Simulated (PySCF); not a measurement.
PySCF job for BFH₆O₂Si₂, SMILES [SiH2](F)[SiH2]B(O)O, TDA-PBE/def2-SVPD. The structure is a stationary point at r2SCAN-D4/def2-SVP. The structure was generated by enumeration, and PubChem lists no compound with its InChIKey, so it may never have been made. Other conformers were not sampled.

```python
import numpy as np
from pyscf import gto, scf, dft, tdscf

mol = gto.M(
    atom='''
    Si   -1.75637014   -0.05166736    0.16357711
    F    -2.97876690   -0.07883768   -0.92015825
    Si    0.32640640    0.00278069   -0.91191620
    B     1.80551362    0.05268137    0.50822111
    O     2.39710328   -1.07775670    0.98123399
    O     2.22017272    1.21665259    1.07887504
    H    -1.93281532    1.15867219    1.02206294
    H    -1.87802366   -1.26826321    1.02194862
    H     0.35173135    1.22196895   -1.78504217
    H     0.42812573   -1.21098763   -1.78687325
    H     2.09619464   -1.88394814    0.54873899
    H     1.79740549    2.00193665    0.71535882
    ''',
    basis='def2-SVPD',
    charge=0,
    spin=0,
    max_memory=1600,
    verbose=4,
)
mf = dft.RKS(mol, xc='pbe').density_fit(auxbasis='def2-universal-jkfit')
mf.grids.level = 3
mf.conv_tol = 1e-9
mf.max_cycle = 100
mf.kernel()
mf.grids = dft.Grids(mol).set(level=1).build(with_non0tab=True)  # coarser grid for the response kernel
td = tdscf.TDA(mf)
td.singlet = True
td.nstates = 10
td.conv_tol = 1e-4
td.positive_eig_threshold = 1e-6
td.kernel(x0=td.get_init_guess(mf, 15))
td.analyze()
tt = tdscf.TDA(mf)
tt.singlet = False
tt.nstates = 4
tt.conv_tol = 1e-4
tt.positive_eig_threshold = 1e-6
tt.kernel(x0=tt.get_init_guess(mf, 9))
tt.analyze(verbose=3)
```

Output:

```
PySCF version 2.14.0

[INPUT] verbose = 4
[INPUT] num. atoms = 12
[INPUT] num. electrons = 64
[INPUT] charge = 0
[INPUT] spin (= nelec alpha-beta = 2S) = 0
[INPUT] symmetry False subgroup None
[INPUT] Mole.unit = angstrom
[INPUT] Symbol           X                Y                Z      unit          X                Y                Z       unit  Magmom
[INPUT]  1 Si    -1.756370140000  -0.051667360000   0.163577110000 AA   -3.319058537964  -0.097637159979   0.309115938148 Bohr   0.0
[INPUT]  2 F     -2.978766900000  -0.078837680000  -0.920158250000 AA   -5.629053629920  -0.148981623496  -1.738847083759 Bohr   0.0
[INPUT]  3 Si     0.326406400000   0.002780690000  -0.911916200000 AA    0.616818701305   0.005254742537  -1.723271866554 Bohr   0.0
[INPUT]  4 B      1.805513620000   0.052681370000   0.508221110000 AA    3.411926255972   0.099553361167   0.960398708622 Bohr   0.0
[INPUT]  5 O      2.397103280000  -1.077756700000   0.981233990000 AA    4.529868691497  -2.036664991915   1.854263505214 Bohr   0.0
[INPUT]  6 O      2.220172720000   1.216652590000   1.078875040000 AA    4.195518390031   2.299140183843   2.038778348229 Bohr   0.0
[INPUT]  7 H     -1.932815320000   1.158672190000   1.022062940000 AA   -3.652491604164   2.189573107250   1.931419038668 Bohr   0.0
[INPUT]  8 H     -1.878023660000  -1.268263210000   1.021948620000 AA   -3.548950372853  -2.396670120762   1.931203005177 Bohr   0.0
[INPUT]  9 H      0.351731350000   1.221968950000  -1.785042170000 AA    0.664675920924   2.309186648222  -3.373240822099 Bohr   0.0
[INPUT] 10 H      0.428125730000  -1.210987630000  -1.786873250000 AA    0.809040376579  -2.288434960936  -3.376701061811 Bohr   0.0
[INPUT] 11 H      2.096194640000  -1.883948140000   0.548738990000 AA    3.961233773381  -3.560146017484   1.036966404970 Bohr   0.0
[INPUT] 12 H      1.797405490000   2.001936650000   0.715358820000 AA    3.396604110890   3.783111987229   1.351832250592 Bohr   0.0

nuclear repulsion = 337.879751688145
number of shells = 79
number of NR pGTOs = 273
number of NR cGTOs = 185
basis = def2-SVPD
ecp = {}


******** <class 'pyscf.df.df_jk.DFRKS'> ********
method = DFRKS
initial guess = minao
damping factor = 0
level_shift factor = 0
DIIS = <class 'pyscf.scf.diis.CDIIS'>
diis_start_cycle = 1
diis_space = 8
diis_damp = 0
SCF conv_tol = 1e-09
SCF conv_tol_grad = None
SCF max_cycles = 100
direct_scf = False
XC library pyscf.dft.libxc version 7.1.2
    S. Lehtola, C. Steigemann, M. J. T. Oliveira, and M. A. L. Marques,  SoftwareX 7, 1–5 (2018)
XC functionals = pbe
    J. P. Perdew, K. Burke, and M. Ernzerhof,  Phys. Rev. Lett. 77, 3865 (1996)
    J. P. Perdew, K. Burke, and M. Ernzerhof,  Phys. Rev. Lett. 78, 1396 (1997)
    J. P. Perdew, K. Burke, and M. Ernzerhof,  Phys. Rev. Lett. 77, 3865 (1996)
    J. P. Perdew, K. Burke, and M. Ernzerhof,  Phys. Rev. Lett. 78, 1396 (1997)
radial grids:
    Treutler-Ahlrichs [JCP 102, 346 (1995); DOI:10.1063/1.469408] (M4) radial grids

becke partition: Becke, JCP 88, 2547 (1988); DOI:10.1063/1.454033
pruning grids: <function nwchem_prune>
grids dens level: 3
symmetrized grids: False
atomic radii adjust function: <function treutler_atomic_radii_adjust>
small_rho_cutoff = 0
Set gradient conv threshold to 3.16228e-05
Initial guess from minao.
tot grids = 153680
init E= -857.161783246791
  HOMO = -0.294760009842224  LUMO = -0.110861827122271  gap/eV = 5.00412
cycle= 1 E= -856.710499339266  delta_E= 0.451  |g|= 1.06  |ddm|=  4.3
  HOMO = -0.120804999381931  LUMO = -0.0571146885731406  gap/eV = 1.73310
cycle= 2 E= -855.639474711061  delta_E= 1.07  |g|= 2.55  |ddm|= 3.52
  HOMO = -0.240117541804454  LUMO = -0.0630636814279981  gap/eV = 4.81788
cycle= 3 E= -856.918387035306  delta_E= -1.28  |g|= 0.106  |ddm|= 2.83
  HOMO = -0.260188093034069  LUMO = -0.077393285135142  gap/eV = 4.97410
cycle= 4 E= -856.92086565137  delta_E= -0.00248  |g|= 0.0681  |ddm|= 0.351
  HOMO = -0.252274190682928  LUMO = -0.0714798621935158  gap/eV = 4.91966
cycle= 5 E= -856.922299753096  delta_E= -0.00143  |g|= 0.0152  |ddm|= 0.151
  HOMO = -0.252282233646949  LUMO = -0.0713887733626555  gap/eV = 4.92236
cycle= 6 E= -856.922380610587  delta_E= -8.09e-05  |g|= 0.00553  |ddm|= 0.0416
  HOMO = -0.252476220405453  LUMO = -0.0714736936847924  gap/eV = 4.92533
cycle= 7 E= -856.92238872683  delta_E= -8.12e-06  |g|= 0.0019  |ddm|= 0.00928
  HOMO = -0.252492669719918  LUMO = -0.0714848555634138  gap/eV = 4.92547
cycle= 8 E= -856.922389373966  delta_E= -6.47e-07  |g|= 0.000648  |ddm|= 0.00225
  HOMO = -0.252483000820695  LUMO = -0.0714865066084918  gap/eV = 4.92517
cycle= 9 E= -856.922389470747  delta_E= -9.68e-08  |g|= 0.000154  |ddm|= 0.000972
  HOMO = -0.252492827496694  LUMO = -0.071492920469109  gap/eV = 4.92526
cycle= 10 E= -856.922389473254  delta_E= -2.51e-09  |g|= 0.000123  |ddm|= 0.000245
  HOMO = -0.252495414934899  LUMO = -0.0714939032490336  gap/eV = 4.92530
cycle= 11 E= -856.922389476018  delta_E= -2.76e-09  |g|= 2.46e-05  |ddm|= 0.000122
  HOMO = -0.252492987802347  LUMO = -0.0714921735164089  gap/eV = 4.92528
cycle= 12 E= -856.92238947616  delta_E= -1.41e-10  |g|= 3.45e-06  |ddm|= 3.57e-05
  HOMO = -0.252492920159014  LUMO = -0.0714922203162707  gap/eV = 4.92528
Extra cycle  E= -856.922389476151  delta_E= 9.09e-12  |g|= 5.72e-06  |ddm|= 1.58e-05
converged SCF energy = -856.922389476151
tot grids = 48496
Overwritten attributes  positive_eig_threshold  of <class 'pyscf.tdscf.rks.TDA'>


******** <class 'pyscf.tdscf.rks.TDA'> for <class 'pyscf.df.df_jk.DFRKS'> ********
nstates = 10 singlet
deg_eia_thresh = 1.000e-03
wfnsym = None
conv_tol = 0.0001
eigh lindep = 1e-12
eigh level_shift = 0
eigh max_cycle = 100


Excitation energies (eV)
[5.43599214 5.76711151 5.98953948 6.15036505 6.23924215 6.33209473
 6.57927258 6.63603156 6.78507955 6.9037609 ]

** Singlet excitation energies and oscillator strengths **
Excited State   1:      5.43599 eV    228.08 nm  f=0.0433
      32 -> 33        0.66799
      32 -> 34        0.15458
Excited State   2:      5.76711 eV    214.98 nm  f=0.0081
      31 -> 33        0.65243
      32 -> 34        0.22585
      32 -> 36        0.10936
Excited State   3:      5.98954 eV    207.00 nm  f=0.0585
      31 -> 33       -0.12320
      32 -> 33       -0.10613
      32 -> 34        0.52658
      32 -> 36       -0.42764
Excited State   4:      6.15037 eV    201.59 nm  f=0.0019
      30 -> 33        0.17439
      32 -> 35        0.65406
      32 -> 36        0.16219
Excited State   5:      6.23924 eV    198.72 nm  f=0.0443
      31 -> 33       -0.20842
      32 -> 34        0.35091
      32 -> 35       -0.15911
      32 -> 36        0.51748
Excited State   6:      6.33209 eV    195.80 nm  f=0.0002
      29 -> 33       -0.54107
      30 -> 33       -0.43006
      32 -> 35        0.10269
Excited State   7:      6.57927 eV    188.45 nm  f=0.0055
      29 -> 33        0.40135
      29 -> 34        0.13565
      30 -> 33       -0.46329
      30 -> 34       -0.24690
      32 -> 35        0.12825
Excited State   8:      6.63603 eV    186.83 nm  f=0.0212
      31 -> 34        0.59875
      31 -> 36       -0.33120
      32 -> 38       -0.10611
Excited State   9:      6.78508 eV    182.73 nm  f=0.0009
      28 -> 33        0.26277
      31 -> 35       -0.43509
      31 -> 36       -0.11670
      32 -> 37        0.47084
Excited State  10:      6.90376 eV    179.59 nm  f=0.1000
      31 -> 34       -0.26593
      31 -> 36       -0.57403
      32 -> 38        0.22875

** Transition electric dipole moments (AU) **
state          X           Y           Z        Dip. S.      Osc.
  1        -0.5680     -0.0221     -0.0476      0.3253      0.0433
  2         0.2287      0.0037      0.0731      0.0577      0.0081
  3         0.6309      0.0153      0.0105      0.3984      0.0585
  4        -0.0802     -0.0271     -0.0717      0.0123      0.0019
  5         0.2873      0.0149     -0.4549      0.2897      0.0443
  6        -0.0250     -0.0020      0.0235      0.0012      0.0002
  7        -0.0078      0.1847      0.0021      0.0342      0.0055
  8        -0.3057      0.0153      0.1918      0.1305      0.0212
  9         0.0338      0.0502      0.0423      0.0055      0.0009
 10         0.7645      0.0036     -0.0828      0.5914      0.1000

** Transition velocity dipole moments (imaginary part, AU) **
state          X           Y           Z        Dip. S.      Osc.
  1        -0.0299      0.0003      0.0019      0.0009      0.0030
  2         0.0336      0.0019     -0.0181      0.0015      0.0046
  3         0.0973      0.0036      0.0338      0.0106      0.0322
  4        -0.0179      0.0106     -0.0073      0.0005      0.0014
  5         0.0267     -0.0019     -0.0276      0.0015      0.0043
  6        -0.0038      0.0161      0.0017      0.0003      0.0008
  7        -0.0001      0.0100     -0.0023      0.0001      0.0003
  8        -0.0352     -0.0033      0.0568      0.0045      0.0122
  9         0.0055      0.0294      0.0136      0.0011      0.0029
 10         0.1320      0.0002     -0.0019      0.0174      0.0458

** Transition magnetic dipole moments (imaginary part, AU) **
state          X           Y           Z
  1         0.0359     -0.8290     -0.0085
  2        -0.0046      0.3238     -0.0005
  3        -0.0229      0.6714     -0.0041
  4         0.0478     -0.1538     -0.0861
  5        -0.0280     -0.1360      0.0388
  6        -0.3325     -0.0038      0.6219
  7         0.1388     -0.0271      0.1315
  8         0.0946     -0.2054      0.0020
  9        -0.6190     -0.0752      0.0971
 10         0.0426     -0.0571     -0.0074


******** <class 'pyscf.tdscf.rks.TDA'> for <class 'pyscf.df.df_jk.DFRKS'> ********
nstates = 4 triplet
deg_eia_thresh = 1.000e-03
wfnsym = None
conv_tol = 0.0001
eigh lindep = 1e-12
eigh level_shift = 0
eigh max_cycle = 100


Excitation energies (eV)
[4.54844682 5.31853787 5.53326058 5.75392127]

** Triplet excitation energies and oscillator strengths **
Excited State   1:      4.54845 eV    272.59 nm  f=0.0000
Excited State   2:      5.31854 eV    233.12 nm  f=0.0000
Excited State   3:      5.53326 eV    224.07 nm  f=0.0000
Excited State   4:      5.75392 eV    215.48 nm  f=0.0000
```

The calculation finished and met its thresholds.

Cost: about 80 core-seconds (a rough figure).
